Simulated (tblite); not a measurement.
C₆H₂ClO₂ (doublet state).
Bonds: C1–C2 (triple), C2–C3, C3–C4, C4–C5 (double), C5–Cl6, C5–O7, O7–C8, C8–O9 (double), C3–C8. Hydrogens: H10 on C1; H11 on C4.
Bond orders are those of one Lewis drawing.

Computed with GFN2-xTB (tblite), gas phase: L-BFGS steps from a force-field or distance-geometry start until the largest atomic force falls under 0.01 eV/Å.

Step 12: E = -719.5532 eV
```
atom  x, y, z in Å  |  force x, y, z in eV/Å
C1      2.6805    1.0203   -0.2879   -0.013  -0.021   0.010
C2      1.5861    0.5341   -0.1381   -0.027   0.008  -0.008
C3      0.3047    0.0196    0.0109   -0.012   0.024  -0.008
C4     -0.9051    0.6123   -0.3772    0.004  -0.009   0.006
C5     -1.8984   -0.2692   -0.0220   -0.001  -0.001  -0.003
Cl6    -3.5628   -0.1277   -0.2263   -0.022  -0.015   0.008
O7     -1.4264   -1.3785    0.5622    0.065   0.005   0.001
C8     -0.0217   -1.2657    0.6182   -0.020   0.020  -0.012
O9      0.6554   -2.1318    1.0987    0.008   0.022  -0.010
H10     3.6400    1.4291   -0.4097   -0.018  -0.030   0.012
H11    -1.0469    1.5603   -0.8547    0.036  -0.002   0.002
```

Step 13: E = -719.5536 eV
```
atom  x, y, z in Å  |  force x, y, z in eV/Å
C1      2.6796    1.0186   -0.2870   -0.004  -0.014   0.007
C2      1.5839    0.5352   -0.1391   -0.002   0.009  -0.002
C3      0.3035    0.0205    0.0111    0.002   0.010  -0.007
C4     -0.9051    0.6129   -0.3781   -0.029  -0.012   0.015
C5     -1.8988   -0.2684   -0.0220    0.014  -0.003  -0.010
Cl6    -3.5634   -0.1306   -0.2248   -0.026  -0.007   0.004
O7     -1.4261   -1.3778    0.5612    0.077  -0.010   0.016
C8     -0.0210   -1.2651    0.6182   -0.021   0.008  -0.009
O9      0.6575   -2.1309    1.0983   -0.021   0.044  -0.022
H10     3.6392    1.4269   -0.4088   -0.013  -0.028   0.011
H11    -1.0438    1.5613   -0.8550    0.023   0.002  -0.002
```

Task: Estimate the geometry and energy of step 14. (The exact step hangs on the optimiser's Hessian estimate; all steps are aligned on step 13, rigid shifts and turns removed.)

Result: E = -719.5539 eV, largest force 0.060 eV/Å
```
atom  x, y, z in Å  |  force x, y, z in eV/Å
C1      2.6789    1.0167   -0.2860    0.004  -0.007   0.003
C2      1.5817    0.5365   -0.1401    0.015   0.008   0.003
C3      0.3024    0.0216    0.0112    0.010   0.000  -0.009
C4     -0.9055    0.6135   -0.3788   -0.048  -0.005   0.016
C5     -1.8992   -0.2676   -0.0223    0.017  -0.011  -0.010
Cl6    -3.5646   -0.1343   -0.2229   -0.018  -0.001   0.001
O7     -1.4247   -1.3771    0.5605    0.051  -0.019   0.023
C8     -0.0208   -1.2640    0.6180   -0.012   0.001  -0.007
O9      0.6589   -2.1294    1.0976   -0.027   0.048  -0.024
H10     3.6383    1.4242   -0.4077    0.002  -0.022   0.009
H11    -1.0401    1.5625   -0.8554    0.006   0.006  -0.006
```

The energy changes by -0.0003 eV. The first-order estimate −F·Δx gives -0.0005 eV and the mean of the old and new forces, exact on a quadratic surface, -0.0003 eV. The step makes an angle of 63° with the force vector and moves no atom by more than 0.004 Å.

The cost below is that of the whole relaxation. On Intel Xeon at 2.50 GHz, one thread, no GPU, shared host, this took 0.57 s of wall time.
